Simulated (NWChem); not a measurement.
Molecule: C$_{5}$H$_{3}$NS; SMILES n1c(scc1)C#C

Computed with NWChem. Structure relaxed at the PBE0/def2-SVP level. Level: PBE0/def2-SVP with SMD (1 M gas to 1 M solution), gas-phase geometry.

For solvent water:

| Item | Result |
|---|---|
| cavity-dispersion-structure term (kcal/mol) | 2.8 |
| dipole in solution (D) | 2.32 |

Question: Estimate the same quantities for solvent toluene.

Answer: 
| Item | Value |
|---|---|
| cavity-dispersion-structure term (kcal/mol) | -0.9 |
| dipole in solution (D) | 1.98 |
